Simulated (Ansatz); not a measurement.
Two members of one family (Series [GaH3X]-), computed with Ansatz in the gas phase. The two geometries come from different levels. A dash marks a value that wasn't run or was left out as unsound. The structures are stationary points that may keep the symmetry of their start. Remarks come from the PBE and PBE0 runs and from stability tests at other levels; not every state was tested. HOMO above LUMO (over both spins in singlets and doublets, within one spin in higher multiplets; at PBE or PBE0), or a gap under 0.15 eV within one spin, warns that the state may not be the lowest or that an electron is smeared out.

First: [Ga(CN)H3]- (singlet, charge -1, PBE-D4/def2-TZVPD geometry).

```xyz
6

Ga    0.6090   -0.1123   -0.2045
C    -1.2978    0.2372    0.4355
N    -2.3912    0.4421    0.8025
H     1.2979    1.3341   -0.3670
H     0.4745   -0.8953   -1.6053
H     1.3076   -1.0058    0.9388
```

```tsv
level	HOMO (eV)	vertical IE (eV)
PBE-D4/def2-SVPD	-1.89	–
PBE-D4/def2-TZVPD	-1.94	–
r2SCAN-D4/def2-TZVPD	-2.23	5.08
PBE0-D4/def2-TZVPD	-3.14	5.27
BHLYP-D4/def2-TZVPD	-4.30	–
```

Remarks: gap within one spin near zero at PBE or PBE0 (neutral doublet), HOMO above LUMO (neutral doublet).

Second: [Ga(OMe)H3]- (singlet, charge -1, PBE0-D4/def2-TZVPD geometry).

```xyz
9

Ga   -1.035   -0.067    0.953
O    -0.372    0.443   -0.747
C     0.938    0.124   -1.010
H     1.150   -0.962   -0.933
H     1.658    0.624   -0.329
H     1.216    0.427   -2.037
H    -2.578    0.393    0.975
H    -0.130    0.694    2.067
H    -0.847   -1.677    1.063
```

What does the change do? Estimate second minus first.


```json
{"level": "PBE-D4/def2-SVPD", "Δ HOMO (eV)": "1.44", "Δ vertical IE (eV)": "–"}
{"level": "PBE-D4/def2-TZVPD", "Δ HOMO (eV)": "1.46", "Δ vertical IE (eV)": "–"}
{"level": "r2SCAN-D4/def2-TZVPD", "Δ HOMO (eV)": "1.49", "Δ vertical IE (eV)": "-1.46"}
{"level": "PBE0-D4/def2-TZVPD", "Δ HOMO (eV)": "1.27", "Δ vertical IE (eV)": "-1.44"}
{"level": "BHLYP-D4/def2-TZVPD", "Δ HOMO (eV)": "1.09", "Δ vertical IE (eV)": "–"}
```
